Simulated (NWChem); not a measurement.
Species: C2H4F2Si; SMILES FC(F)=C[SiH3]

```xyz
9

F      1.2493    -1.0332     0.0000
C     -0.0781    -0.9694     0.0000
F     -0.5767    -2.1967     0.0000
C     -0.7783     0.1582     0.0000
Si     0.0030     1.8552     0.0000
H     -1.8576     0.0398     0.0000
H      0.8519     2.0675    -1.2026
H     -1.0916     2.8599     0.0000
H      0.8519     2.0675     1.2026
```
Atoms are numbered in this order, from 1.

All runs use the structure optimised with B3LYP/6-31G* (spherical d).

Give the principal values of the shielding tensors (ppm) of F1, C2, F3, C4, Si5 from B3LYP/6-31G* (spherical d), GIAO (NWChem), with their diamagnetic and paramagnetic parts as GIAO splits them.


```csv
atom,σ11,σ22,σ33,isotropic,diamagnetic,paramagnetic
F1,172.9,261.1,342.2,258.7,472.6,-213.8
C2,-63.5,61.9,103.2,33.9,249.6,-215.7
F3,156.3,251.7,320.5,242.9,474.6,-231.8
C4,76.1,145.5,181.6,134.4,259.8,-125.4
Si5,449.7,454.2,493.6,465.8,882.8,-416.9
```
